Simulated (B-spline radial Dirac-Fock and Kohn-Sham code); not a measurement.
**Core and valence levels of Pb⁴⁺**

System: lead as Pb⁴⁺ in the configuration [Xe] 4f14 5d9 6s1 (an excited configuration); nuclear rms radius 5.5012 fm (A = 208).

These are calculated numbers from a radial finite-basis atomic code; the model is multi-electron Dirac-Fock with separately optimised hole states, Breit and Lamb-shift corrections added in first order. No correlation. Energies are counted from the vacuum level. Subshells whose hole state is unreliable or did not converge are left out.

All terms are in eV, carry their sign (relaxation lowers the binding energy) and add up to the binding energy; ⟨r⟩ is the mean radius of the orbital in the initial state.

| subshell | −ε (Koopmans) | relaxation | Gaunt | retardation | QED | binding energy | ⟨r⟩ (bohr) |
| --- | --- | --- | --- | --- | --- | --- | --- |
| K | 88644.1 | -93.82 | -356.58 | 33.51 | -170.89 | 88056.3 | 0.016 |
| L1 | 16043.9 | -55.77 | -40.76 | 3.00 | -26.35 | 15924.1 | 0.067 |
| L2 | 15380.1 | -60.79 | -69.68 | 7.18 | -0.80 | 15256.0 | 0.055 |
| L3 | 13187.2 | -56.57 | -46.41 | 10.36 | -2.98 | 13091.6 | 0.064 |
| M1 | 3958.4 | -30.75 | -7.57 | 0.51 | -6.16 | 3914.4 | 0.174 |
| M2 | 3660.4 | -32.01 | -13.24 | 1.16 | -0.35 | 3616.0 | 0.164 |
| M3 | 3164.9 | -29.69 | -8.42 | 2.00 | -0.77 | 3128.0 | 0.181 |
| M4 | 2681.0 | -32.89 | -5.80 | 0.54 | 0.46 | ? | 0.157 |
| N1 | 971.2 | -12.57 | -1.57 | 0.11 | -1.55 | 955.7 | 0.384 |
| N2 | 841.3 | -12.48 | -2.84 | 0.25 | -0.06 | 826.2 | 0.386 |
| N3 | 718.5 | -11.17 | -1.62 | 0.44 | -0.16 | 706.0 | 0.418 |
| N4 | 506.8 | -11.07 | -0.80 | 0.06 | 0.12 | 495.1 | 0.424 |
| N6 | 207.9 | -10.69 | 0.20 | -0.07 | 0.10 | 197.4 | 0.449 |
| N7 | 202.7 | -10.47 | 0.37 | -0.07 | 0.08 | 192.6 | 0.455 |
| O2 | 166.0 | -2.69 | -0.45 | 0.03 | 0.00 | 162.8 | 0.918 |
| O3 | 142.6 | -2.19 | -0.22 | 0.07 | -0.02 | 140.3 | 1.000 |
| O4,5 | 73.52 | -1.42 | 0.00 | 0.00 | 0.02 | 72.11 | 1.248 |
| P1 | 53.27 | -0.22 | -0.04 | 0.00 | -0.06 | 52.95 | 2.034 |

Question: Which binding energy belongs in the row of M4?

Answer: 2643.3 eV, the sum of the terms in that row (to rounding).

For the deepest level, K (1s), the Breit terms make up -0.367 % of the binding energy, QED -0.194 % and orbital relaxation -0.107 %.

Spin-orbit splittings: 2p 2164.4 eV, 3p 488.0 eV, 4p 120.2 eV, 4f 4.84 eV, 5p 22.58 eV.
